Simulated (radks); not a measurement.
Results of a calculation; reference values are marked as such.
Correlation energies from several functionals, in hartree. Species: V20+ [He] 2s1; Ge4+ [Ar] 3d10; Ar8+ [Ne]; Fe3+ [Ar] 3d5. Code: a radial shooting solver on a logarithmic mesh with Libxc functionals. Model: non-relativistic Kohn-Sham, r2SCAN, spin-polarised, spherical densities, point nucleus; meta-GGA in the generalised Kohn-Sham scheme. Every spin shell is full or empty, so the densities are truly spherical. Functionals are evaluated on that one density, not self-consistently.

functional       V20+     Ge4+      Ar8+      Fe3+
PW92         -0.30464  -2.6730  -0.96761   -2.0240
VWN5         -0.30558  -2.6858  -0.97243   -2.0343
PZ           -0.30464  -2.6692  -0.96616   -2.0119
Wigner       -0.11850  -1.5134  -0.54352   -1.1365
PBEsol      -0.077611  -1.6102  -0.48475   -1.1825
LYP         -0.090571  -1.4042  -0.44970   -1.0528
P86          -0.15952  -1.5989  -0.49108   -1.1636
PW91        -0.083397  -1.5351  -0.46338   -1.1245
TPSS        -0.057227  -1.4141  -0.41299   -1.0324
revTPSS     -0.059207  -1.4323  -0.42078   -1.0491
B95          -0.10882  -1.7081  -0.52249   -1.2274
Tao-Mo      -0.041578  -1.3486  -0.37348  -0.97106
